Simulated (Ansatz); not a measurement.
Relaxation of C2H11NOSi2 (17 atoms, charge 0, multiplicity 1), to a largest force component of 0.015 eV/Å in at most 40 steps.

Theory: Ansatz, RKS PBE-D4/6-31G.

```xyz
17
Properties=species:S:1:pos:R:3
C -2.199 0.081 1.816
O -1.237 -0.499 1.022
C 0.021 0.099 1.237
Si 1.565 -0.666 0.327
Si 1.089 -0.494 -1.951
N 0.796 1.120 -2.476
H -2.304 1.189 1.552
H -3.162 -0.346 1.576
H -2.030 0.028 2.913
H 0.278 0.040 2.346
H -0.012 1.159 1.003
H 2.769 0.041 0.717
H 1.615 -2.079 0.709
H -0.128 -1.242 -2.349
H 2.246 -0.979 -2.716
H -0.099 1.410 -2.140
H 1.463 1.750 -2.050
```

Problem. Where does it end, and by what steps?

Solution. It did not converge within its limit. Limits of this set-up: no polarisation functions. After 39 steps the energy has fallen by 1.014 eV; H17 moved furthest, 1.85 Å.

| step | energy less start (eV) | largest force component (eV/Å) | accepted |
| --- | --- | --- | --- |
| 0 | 0.0000 | 2.463 | yes |
| 2 | -0.7940 | 0.859 | yes |
| 4 | -0.8816 | 0.429 | yes |
| 6 | -0.8982 | 0.089 | yes |
| 8 | -0.9012 | 0.036 | yes |
| 10 | -0.9017 | 0.084 | no |
| 12 | -0.9037 | 0.170 | yes |
| 14 | -0.9060 | 0.462 | yes |
| 16 | -0.9160 | 0.609 | yes |
| 18 | -0.9558 | 0.122 | yes |
| 20 | -0.9651 | 0.083 | yes |
| 22 | -0.9761 | 0.426 | yes |
| 24 | -0.9843 | 0.136 | yes |
| 26 | -0.9910 | 0.100 | yes |
| 28 | -0.9944 | 0.067 | yes |
| 30 | -0.9963 | 0.047 | yes |
| 32 | -0.9985 | 0.071 | yes |
| 34 | -1.0015 | 0.135 | yes |
| 36 | -1.0098 | 0.141 | yes |
| 38 | -1.0141 | 0.157 | yes |
| 39 | -1.0124 | 0.195 | no |

```xyz
17
Properties=species:S:1:pos:R:3
C -2.113 0.580 1.465
O -1.027 -0.068 0.736
C 0.285 0.143 1.382
Si 1.554 -0.972 0.415
Si 1.333 -0.450 -1.894
N 0.001 0.733 -1.919
H -1.964 1.679 1.527
H -3.031 0.361 0.899
H -2.202 0.171 2.493
H 0.234 -0.150 2.455
H 0.578 1.216 1.324
H 2.942 -0.649 0.954
H 1.264 -2.427 0.742
H 1.125 -1.736 -2.701
H 2.600 0.183 -2.455
H -0.696 0.668 -1.174
H -0.211 1.328 -2.712
```

Time of the run: 3.7 min on 1 thread of Arm Neoverse V2, with other jobs on the host, peak memory 0.15 GiB.
